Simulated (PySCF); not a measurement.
Ga(Cl)(iPr)2, SMILES C[CH](C)[Ga]([Cl])[CH](C)C, singlet, GFN2-xTB optimised geometry.

```
22

Ga    -0.33    -0.95     0.00
Cl    -1.23    -2.88     0.05
C     -1.62     0.72     0.00
C     -0.81     2.00     0.10
C     -2.63     0.58     1.14
H     -2.18     0.72    -0.95
H     -1.46     2.88     0.08
H     -0.24     2.03     1.03
H     -0.11     2.08    -0.73
H     -3.16    -0.37     1.08
H     -3.37     1.38     1.10
H     -2.13     0.63     2.11
C      1.78    -0.95     0.00
C      2.28    -1.81    -1.16
C      2.28    -1.50     1.34
H      2.15     0.07    -0.12
H      3.37    -1.89    -1.14
H      1.87    -2.82    -1.09
H      1.99    -1.39    -2.12
H      1.96    -0.86     2.16
H      3.37    -1.57     1.35
H      1.87    -2.50     1.51
```

Density from PBE0/def2-SVP (PySCF 2.14.0) at that geometry.

Minimum of the electron density along straight lines between bonded atoms, close to the bond critical point (lines longer than 1.1 times the sum of covalent radii, or with two minima, are not listed):

| bond | length / Å | ρ at the minimum / e bohr⁻³ | ∇²ρ there / e bohr⁻⁵ | position (fraction from the first atom) |
|---|---|---|---|---|
| Ga1–Cl2 | 2.121 | 0.095 | 0.28 | 0.44 |
| Ga1–C3 | 2.111 | 0.094 | 0.07 | 0.47 |
| C3–C4 | 1.527 | 0.242 | -0.54 | 0.50 |
| C3–C5 | 1.529 | 0.240 | -0.53 | 0.50 |
| C3–H6 | 1.099 | 0.270 | -0.94 | 0.62 |
| C4–H7 | 1.091 | 0.274 | -0.99 | 0.62 |
| C4–H8 | 1.091 | 0.274 | -0.99 | 0.62 |
| C4–H9 | 1.091 | 0.274 | -0.99 | 0.62 |
| C5–H10 | 1.093 | 0.274 | -1.00 | 0.63 |
| C5–H11 | 1.091 | 0.274 | -0.99 | 0.62 |
| C5–H12 | 1.091 | 0.274 | -0.99 | 0.62 |
| Ga1–C13 | 2.111 | 0.094 | 0.07 | 0.47 |
| C13–C14 | 1.527 | 0.241 | -0.54 | 0.50 |
| C13–C15 | 1.528 | 0.240 | -0.53 | 0.50 |
| C13–H16 | 1.097 | 0.272 | -0.96 | 0.62 |
| C14–H17 | 1.092 | 0.273 | -0.98 | 0.62 |
| C14–H18 | 1.092 | 0.274 | -1.00 | 0.63 |
| C14–H19 | 1.092 | 0.273 | -0.98 | 0.62 |
| C15–H20 | 1.092 | 0.273 | -0.98 | 0.62 |
| C15–H21 | 1.092 | 0.274 | -0.99 | 0.62 |
| C15–H22 | 1.092 | 0.274 | -0.99 | 0.62 |
